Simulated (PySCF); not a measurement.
Species: Si(CCH)H3, C2H4Si.
Bonds: Si1–C2, C2–C3. Hydrogens: H5, H6, H7 on Si1; H4 on C3.

Level of theory: PySCF 2.14.0, PBE0-D3(BJ)/def2-SVP geometry optimisation, gas phase.

Problem. Give the optimised bond lengths and angles.

Solution. 
```tsv
bond	length (Å)
Si1–C2	1.834
Si1–H5, Si1–H6, Si1–H7	1.492
C2–C3	1.217
C3–H4	1.076
```

Bonds in one row agree within 0.01 Å and their mean is given. A selection of angles:
```tsv
angle	degrees
C2–Si1–H5	109.5
H5–Si1–H6	109.4
Si1–C2–C3	179.6
C2–C3–H4	179.9
```

Si1 (silicon bonded to C and 3 H) is tetrahedral (angles from 109.4° to 109.5°).

Point group: C3v (tolerance 0.08 Å). Stationary, but not proved a minimum.

The run took 4.6 s on Arm Neoverse V1, one thread, no GPU, shared host. This is the geometry optimisation.

---

Compound: [MoO3F]- (charge -1 and singlet state).
Bonds: Mo1–O2, Mo1–O3, Mo1–O4, Mo1–F5.

Method used: PBE0-D3(BJ)/def2-SVP geometry optimisation, gas phase, def2 core potentials past Kr in PySCF 2.14.0.

Q: Give the optimised bond lengths and angles.

A: 
| bond | length (Å) |
| --- | --- |
| Mo1–O2, Mo1–O3, Mo1–O4 | 1.714 |
| Mo1–F5 | 1.898 |

Bonds in one row agree within 0.01 Å and their mean is given. A selection of angles:
| angle | degrees |
| --- | --- |
| O2–Mo1–O3 | 110.0 |
| O2–Mo1–F5 | 108.8 |

Mo1 (molybdenum bonded to F and 3 O) is tetrahedral (angles from 108.8° to 110.0°). All 3 Mo–O bonds measure 1.714 Å.

Point group: C3v (tolerance 0.08 Å). No PBE0-D3(BJ)/def2-SVP frequencies stand behind this structure, so it isn't proved a minimum. The geometry's basis has no diffuse functions, a weakness for an anion.

---

CH3BO.
Atom-mapped SMILES: `[BH3-:1][C:2]#[O+:3]` (hydrogens: H4, H5, H6 on B1)

Theory: PBE0-D3(BJ)/def2-SVP geometry optimisation, gas phase in PySCF.

List the bond lengths and angles at this level.

| bond | length (pm) |
| --- | --- |
| B1–C2 | 151.9 |
| C2≡O3 | 113.2 |
| B1–H4, B1–H5, B1–H6 | 122.0 |

Bonds in one row agree within 1 pm and their mean is given. A selection of angles:
| angle | degrees |
| --- | --- |
| C2–B1–H4 | 104.5 |
| C2–B1–H6 | 104.5 |
| H4–B1–H5 | 114.0 |
| B1–C2–O3 | 180.0 |

B1 (four-coordinate boron) is distorted tetrahedral (angles from 104.5° to 114.0°).

Point group: C3v (every atom within 0.08 Å of its image). Stationary, but not proved a minimum.
